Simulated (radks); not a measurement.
Spherical jellium clusters: N electrons in a uniform positive sphere of charge N and radius rs N^(1/3), rs = 5.3 bohr. Method: non-relativistic Kohn-Sham, PBEsol, spin-polarised, spherical densities; computed with a radial shooting solver with Libxc functionals. Levels are named by radial order and angular momentum (1s, 1p, 1d, 2s, ...), and open shells are averaged over m.

N = 13, configuration 1s2 1p6 1d(up 5, down 0). This is the lowest configuration that the search found. Occupied levels:

level    occupation  eigenvalue (eV)  <r> (bohr)
1s up             1          -3.6040       8.396
1s down           1          -3.4130       7.223
1p up             3          -3.1083       9.500
1p down           3          -2.7400       8.945
1d up             5          -2.4193       10.39

Energy (eV): total -22.9963, kinetic 14.414, external -440.05, Hartree 219.11, exchange-correlation -37.879, background 221.41.
